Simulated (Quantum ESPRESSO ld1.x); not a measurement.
Radial electron density D(r) = 4 pi r^2 rho(r) of an atom or ion with 41 electrons. All-electron calculation, Dirac Kohn-Sham, LDA (Slater exchange, Perdew-Zunger correlation), spin-unpolarised, spherical densities, point nucleus. Program: ld1.x of Quantum ESPRESSO 7.5.

```
   r/bohr * D(r) (the largest magnitude, 63.2, reaches the edge; | marks zero)
 0.002975 |    *
 0.003436 |     *
    0.004 |      *
 0.004619 |        *
 0.005334 |          *
  0.00621 |             *
 0.007172 |                *
 0.008349 |                    *
 0.009643 |                        *
  0.01123 |                            *
  0.01296 |                                *
  0.01509 |                                     *
  0.01743 |                                        *
  0.02013 |                                           *
  0.02343 |                                            *
  0.02706 |                                            *
  0.03151 |                                           *
  0.03639 |                                         *
  0.04236 |                                       *
  0.04892 |                                     *
  0.05695 |                                      *
  0.06577 |                                        *
  0.07596 |                                             *
  0.08843 |                                                  *
   0.1021 |                                                      *
   0.1189 |                                                      *
   0.1373 |                                                  *
   0.1598 |                                            *
   0.1846 |                                     *
   0.2149 |                                 *
   0.2482 |                                  *
   0.2866 |                                     *
   0.3337 |                                        *
   0.3854 |                                        *
   0.4486 |                                  *
   0.5181 |                          *
   0.6032 |                 *
   0.6966 |           *
   0.8109 |         *
   0.9365 |        *
    1.082 |        *
    1.259 |      *
    1.454 |    *
    1.693 |   *
    1.955 | *
    2.276 | *
    2.629 | *
     3.06 |*
    3.534 |*
    4.081 |*
    4.751 |*
    5.487 *
    6.388 *
    7.377 *
    8.589 *
    9.919 *
    11.55 *
    13.34 *
```

What is the nuclear charge?

Answer. Z = 41. The innermost maximum, from 1s, lies near gamma/Z bohr with gamma = sqrt(1 - (Z/c)^2) = 0.954, here 0.0233 bohr (found: 0.0254), and its height grows with Z. The density is that of neutral niobium in [Kr] 4d1 5s2 5p2; the configuration itself is not fixed sharply by these data, and Z only to a few units. D(r) has 3 maxima, at r = 0.0254, 0.112, 0.353 bohr, and minima at 0.0513, 0.227 bohr, inside which lie 2.06, 11.09 electrons.
